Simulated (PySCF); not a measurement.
GeH, SMILES [GeH] (connectivity only; charge and spin as stated), charge +1, multiplicity 1. Atoms are numbered in the order given.

```xyz
2

Ge     0.0000     0.0000    -0.0481
H      0.0000     0.0000     1.5400
```
Charge +1, spin multiplicity 1.

The structure is a stationary point at PBE0-D3(BJ)/def2-TZVPD. The spin state was assumed, not searched.

All values below come from B3LYP/def2-TZVPD (PySCF).

Gas-phase values at a fixed geometry.

```yaml
total_energy: -2077.29214 hartree
point_group: C∞v
highest_occupied_level: -14.92 eV
lowest_empty_level: -10.57 eV
orbital_gap: 4.35 eV
dipole_moment_about_the_centre_of_nuclear_charge: 0.25 D
mean_static_polarisability: 21.3 bohr³ (3.16 Å³)
polarisability_principal_values: 18.6, 18.6, 26.7 bohr³
```
